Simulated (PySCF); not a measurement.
# Mo (molybdenum, neutral) across methods

[Kr] 4d4 5s1 5p1, one real determinant (an excited configuration). Computed with PySCF 2.14 in def2-QZVPPD with the def2 core potential (28 electrons), with a scalar-relativistic core potential.

```tsv
method	E (hartree)	mean ε 4d α (eV)	mean ε 5s α (eV)	mean ε 5p α (eV)	Σ⟨r²⟩ (bohr²)	⟨S²⟩
M06-2X	-67.8536	-10.360	-8.176	-3.846	62.11	12.001
PBEsol	-67.8604	-7.652	-6.403	-2.552	63.79	12.000
PBE0	-67.9643	-9.183	-7.147	-3.206	63.80	12.001
MN15	-67.8269	-9.610	-7.746	-3.371	64.13	12.001
r2SCAN	-68.0104	-8.039	-6.622	-2.668	63.20	12.001
UHF	-67.46293	-12.783	-9.322	-4.858	63.62	12.003
LDA	-67.7988	-7.716	-6.546	-2.620	63.93	12.000
PW91	-68.0176	-7.743	-6.409	-2.594	64.10	12.000
```

Problem. Estimate the same row for PBE.

Solution. E (hartree) = -67.9796; mean ε 4d α (eV) = -7.689; mean ε 5s α (eV) = -6.347; mean ε 5p α (eV) = -2.558; Σ⟨r²⟩ (bohr²) = 64.18; ⟨S²⟩ = 12.001.

⟨L²⟩ = 7.68 against 12 for a pure F term, so this real determinant mixes terms. Energies and moments cover only the electrons outside the core potential.
